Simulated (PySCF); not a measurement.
PySCF job for OV, SMILES [O]=[V] (connectivity only; charge and spin as stated), neutral, multiplicity 4, PBE-D3(BJ)/def2-TZVPD. Geometry optimised at PBE-D3(BJ)/def2-TZVPD. The spin state was assumed, not searched.

```python
import numpy as np
from pyscf import gto, scf, dft, df
from pyscf.hessian import thermo

mol = gto.M(
    atom='''
    V     0.00000000    0.00000000   -0.40902721
    O     0.00000000    0.00000000    1.17595322
    ''',
    basis='def2-TZVPD',
    charge=0,
    spin=3,
    max_memory=1600,
    verbose=3,
)
mf = dft.UKS(mol, xc='pbe').density_fit(auxbasis='def2-universal-jkfit')
mf.disp = 'd3bj'
mf.grids.level = 3
mf.conv_tol = 1e-11
mf.max_cycle = 100
mf.kernel()
fine, coarse = mf.grids, dft.Grids(mol).set(level=1).build(with_non0tab=True)
for _ in range(3):  # follow internal instabilities
    mf.grids = coarse
    mo, _, stable, _ = mf.stability(return_status=True, nroots=4)
    mf.grids = fine
    if stable:
        break
    mf.kernel(mf.make_rdm1(mo, mf.mo_occ))

# [left out here: the lines that compute and print the analytic Hessian (its translational invariance restored by hand, since the grid's response is missing), thermochemistry and intensities]
```

It prints:

```

WARN: HOMO -0.263907950533163 >= LUMO -0.295828496150453

converged SCF energy = -1018.95185476748  <S^2> = 3.7925013  2S+1 = 4.0211945
<class 'pyscf.df.df_jk.DFUKS'> wavefunction is stable in the internal stability analysis

WARN: DFTD3 does not support analytical Hessian, using finite difference


WARN: Mole.unit (angstrom) is changed to Bohr

Mode                                 0
Irrep
Freq [cm^-1]                     1024.1739
Reduced mass [au]                  19.1362
Force const [Dyne/A]               11.8264
Char temp [K]                    1473.5582
Normal mode                   x     y     z
       0   V                 0.00  0.00 -0.07
       1   O                 0.00  0.00  0.22
temperature 298.1500 [K]
pressure 101325.00 [Pa]
Rotational constants [GHz] inf 16.52319 16.52319
Symmetry number 1
Zero-point energy (ZPE) 0.00233 [Eh]   6125.920 [J/mol]
                           tot       elec      trans        rot        vib
Entropy [J/mol/K]       230.671     11.526    161.174     57.615      0.355
Cv [J/mol/K]             22.257      0.000     12.472      8.314      1.471
Cp [J/mol/K]             30.571      0.000     20.786      8.314      1.471
Internal energy [J/mol]                      3718.434   2478.956   6214.001
Internal energy [Eh]   -1018.94713  -1018.95185
Enthalpy [J/mol]                             6197.391   2478.956   6214.001
Enthalpy [Eh]          -1018.94618
Gibbs free energy [J/mol]                  -41856.746 -14699.079   6108.162
Gibbs free energy [Eh] -1018.97238
mode   freq/cm-1   IR/(km/mol)
   1     1024.17       182.593
max |gradient| / (hartree/bohr): 3.2871599930968006e-05
APT charges: [ 0.7886 -0.7885]
```

Self-consistency was reached.
